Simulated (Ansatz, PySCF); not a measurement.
Zn(Me)2 cation (C2H6Zn), SMILES [CH3][Zn][CH3] (connectivity only; charge and spin as stated), charge +1, multiplicity 2. Atoms are numbered in the order given.

```xyz
9

Zn    -0.0025     0.0060    -0.0024
C      1.6931     0.2676    -1.1162
H      2.2852    -0.6237    -0.8675
H      2.0900     1.2172    -0.7321
H      1.3048     0.3020    -2.1432
C     -1.6982    -0.2555     1.1115
H     -2.0950    -1.2052     0.7275
H     -2.2903     0.6357     0.8627
H     -1.3098    -0.2898     2.1385
```
Charge +1, spin multiplicity 2.

The structure is a stationary point at PBE0-D3(BJ)/def2-SVP. The multiplicity is an assumed one; other spin states were not compared. The isomer is the one that the SMILES or the coordinates give; other isomers of the formula were not compared.

Two levels are set side by side: PBE-D3(BJ)/def2-SVP (Ansatz, a program for electronic structure) and PBE0-D3(BJ)/def2-SVP (PySCF). Each level has its own optimised geometry; the coordinates shown are those of the second. Frequencies come from the Hessian of PySCF at each geometry. Differences are taken from unrounded values.

```csv
quantity,PBE0-D3(BJ)
mean bond length (Å),1.335
bond Zn1–C2 (Å),2.046
bond Zn1–C6 (Å),2.046
bond C2–H3 (Å),1.099
bond C2–H4 (Å),1.099
bond C2–H5 (Å),1.099
bond C6–H7 (Å),1.099
bond C6–H8 (Å),1.099
bond C6–H9 (Å),1.099
highest harmonic wavenumber (cm⁻¹),3240
mean harmonic wavenumber (cm⁻¹),1420
zero-point energy (kcal/mol),42.62
```

Task: What does PBE-D3(BJ) give, and how far is it from PBE0-D3(BJ)? (The exact figures need the calculation; the answer reports its results.)

Result: 
```tsv
quantity	PBE-D3(BJ)	PBE-D3(BJ) minus PBE0-D3(BJ)
mean bond length (Å)	1.340	0.004
bond Zn1–C2 (Å)	2.038	-0.007
bond Zn1–C6 (Å)	2.038	-0.007
bond C2–H3 (Å)	1.107	0.008
bond C2–H4 (Å)	1.107	0.008
bond C2–H5 (Å)	1.107	0.008
bond C6–H7 (Å)	1.107	0.008
bond C6–H8 (Å)	1.107	0.008
bond C6–H9 (Å)	1.107	0.008
highest harmonic wavenumber (cm⁻¹)	3147	-93
mean harmonic wavenumber (cm⁻¹)	1380	-40
zero-point energy (kcal/mol)	41.42	-1.20
```

Exact exchange shortens and stiffens bonds; PBE has none. Differences between two approximate levels are no errors against the true value.
